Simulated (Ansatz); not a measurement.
Consider the formal exchange of groups at the Al–Br bond: `[F][Al]([SH])[Br]` + `FC[SiH3]` → `[F][Al]([SiH3])[SH]` + `FCBr`.

Gas-phase electronic energies from Ansatz, PBE0-D4/def2-TZVP geometries. CCSD(T)/CBS is the MP2 limit (def2-TZVPP, def2-QZVPP) plus CCSD(T) − MP2 in def2-TZVPP, frozen cores. Functionals use def2-TZVPP. For Br outer-core shells are correlated without core-valence functions, which leaves a few kJ/mol of doubt a bond. Scalar relativity is left out up to krypton. One conformer a species, not always the lowest.

`[F][Al]([SH])[Br]`:

Z-matrix (Å, degrees):
```
Al
F 1 1.638
Br 1 2.234 2 119.2
S 1 2.156 2 118.1 3 -180.0
H 4 1.345 1 91.8 2 180.0
```

`FC[SiH3]`:

```xyz
8

F     1.479    0.359   -1.195
C     0.543   -0.502   -0.632
Si   -0.545    0.428    0.611
H     1.082   -1.323   -0.148
H    -0.058   -0.930   -1.441
H    -1.521   -0.542    1.176
H    -1.273    1.526   -0.073
H     0.292    0.985    1.702
```

`[F][Al]([SiH3])[SH]`:

Cartesian coordinates in Å:
```
F -2.207 0.013 -0.796
Al -0.696 0.462 -0.302
Si 0.896 -1.219 0.460
S -0.239 2.589 -0.377
H 1.182 -2.196 -0.626
H 2.176 -0.578 0.869
H 0.348 -1.966 1.625
H -1.460 2.894 -0.853
```

`FCBr`:

```xyz
5

F     1.140    0.614    0.466
C     0.057    0.078   -0.142
Br   -0.983   -0.965    1.112
H    -0.591    0.873   -0.506
H     0.377   -0.600   -0.930
```

```
         level  ΔE (kJ/mol)
    r2SCANh-D4        176.2
       LC-ωPBE        176.1
MP2/def2-TZVPP        185.3
  HF/CBS(def2)        195.5
```

**Question.** What does CCSD(T)/CBS give? (Estimate.)

**Answer.** Computed: +180.5 kJ/mol. The listed levels differ from it by -4.3, -4.4, 4.8, 15.0 kJ/mol.

Largest T1 diagnostic among the species: 0.013.

Leaving LDA and LC-ωPBE aside and taking each functional with its dispersion term where it has one, the values, not all of them listed here, spread over 30.9 kJ/mol, from PBE-D4 to BHLYP-D4. From BLYP to BHLYP (50 % exact exchange), in def2-TZVPP and without D4, ΔE moves by +22.6 kJ/mol. In def2-TZVPP, CCSD(T) changes the Hartree–Fock value by −20.1 kJ/mol (the triples alone add −3.6 kJ/mol) and MP2 by −9.4 kJ/mol.
